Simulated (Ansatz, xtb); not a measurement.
# Relative energy of two isomers of C2H6GeOS

We compare I, `S[C@@H]1O[C@H]1[GeH3]`, a singlet, with II, `S[C@@]1([GeH3])CO1`, a singlet. Both are isolated molecules in the gas phase, relaxed with PBE0-D3(BJ)/def2-SVP; the shapes shown needn't be the lowest conformers.

I (Å):

```yaml
atoms:
  - { symbol: C, position_ang: [0.3319, -0.4105, 0.4621] }
  - { symbol: C, position_ang: [-0.9015, 0.3812, 0.3717] }
  - { symbol: Ge, position_ang: [-1.9257, 0.5024, -1.2931] }
  - { symbol: O, position_ang: [0.3895, 0.9829, 0.3567] }
  - { symbol: S, position_ang: [0.7248, -1.1788, 2.0284] }
  - { symbol: H, position_ang: [2.0614, -1.2195, 1.8350] }
  - { symbol: H, position_ang: [0.6918, -0.9596, -0.4181] }
  - { symbol: H, position_ang: [-1.4462, 0.5325, 1.3163] }
  - { symbol: H, position_ang: [-1.0001, 0.0909, -2.4495] }
  - { symbol: H, position_ang: [-3.1434, -0.4364, -1.2260] }
  - { symbol: H, position_ang: [-2.4001, 1.9510, -1.4898] }
```

II (Å):

```yaml
atoms:
  - { symbol: C, position_ang: [-0.7605, -0.6290, 0.5469] }
  - { symbol: C, position_ang: [-0.6096, 0.8182, 0.7584] }
  - { symbol: Ge, position_ang: [0.2142, -1.5538, -0.8841] }
  - { symbol: O, position_ang: [0.0397, -0.1103, 1.5905] }
  - { symbol: S, position_ang: [-2.3539, -1.3319, 1.0019] }
  - { symbol: H, position_ang: [-1.8786, -2.5541, 1.3289] }
  - { symbol: H, position_ang: [1.5327, -0.8029, -1.1422] }
  - { symbol: H, position_ang: [-0.6434, -1.5901, -2.1583] }
  - { symbol: H, position_ang: [0.5031, -2.9881, -0.4077] }
  - { symbol: H, position_ang: [-1.4369, 1.3711, 1.2225] }
  - { symbol: H, position_ang: [0.0332, 1.4038, 0.0878] }
```

Energies in hartree; the thermal terms are from GFN2-xTB frequencies at re-optimised GFN2-xTB minima (ideal gas, soft modes damped towards free rotors, one conformer each, 298.15 K, 1 atm) and include the zero-point energy:

|  | I | II |
| --- | --- | --- |
| E, CCSD(T)/def2-SVP | −2627.302441 | −2627.304966 |
| E, MP2/def2-SVP | −2627.232584 | −2627.235635 |
| E, MP2/def2-TZVPP | −2627.999297 | −2628.001560 |
| zero-point energy | 0.066794 | 0.066792 |
| H(298 K) − E | 0.075334 | 0.075352 |
| G(298 K) − E | 0.033813 | 0.034102 |

Task: Correct the CCSD(T) difference for the basis set by the MP2 change, then work out ΔE, ΔE₀, ΔH and ΔG for I → II in kJ/mol (1 Eh = 2625.50 kJ/mol) and the equilibrium ratio [II]/[I].

Result: 1. Differences II − I: CCSD(T) −0.002525, MP2 in the small set −0.003051, MP2 in the large set −0.002263 Eh.
2. ΔE = −0.002525 + (−0.002263 − (−0.003051)) = −0.001737 Eh = −4.56 kJ/mol.
3. ΔE₀ = ΔE + ΔZPE = −0.001737 + (−0.000002) Eh = −4.57 kJ/mol.
4. ΔH = ΔE + (+0.000018) Eh = −4.51 kJ/mol.
5. ΔG = ΔE + (+0.000289) Eh = −3.80 kJ/mol, so ΔS = (ΔH − ΔG)/T = −2.4 J/(mol K).
6. kT = 0.9442 mEh, so K = [II]/[I] = exp(−ΔG/kT) = exp(+1.53) ≈ 4.6.

The two are too close for this level to say which is favoured. An error of 4 kJ/mol in ΔG would change K by a factor of 5. HF/STO-3G gave ΔE the other sign. Mirror images and further conformers aren't counted.

As drawn, both hold the same kinds of bond in the same numbers.

Other levels gave ΔE = −6.4 (GFN2-xTB); +4.4 (HF/STO-3G, GFN2-xTB geometries); −6.7 (r2SCAN-D4/def2-SVP, GFN2-xTB geometries); −5.1 (PBE0-D3(BJ)/def2-SVP); −0.9 (HF/def2-SVP); −8.0 (MP2/def2-SVP); −6.6 (CCSD(T)/def2-SVP) kJ/mol. The correlated steps freeze 17 core orbitals; the filled d shell of Ge is correlated, in a basis made for valence electrons. Programs: Ansatz 0.2.0, xtb 6.7.1.
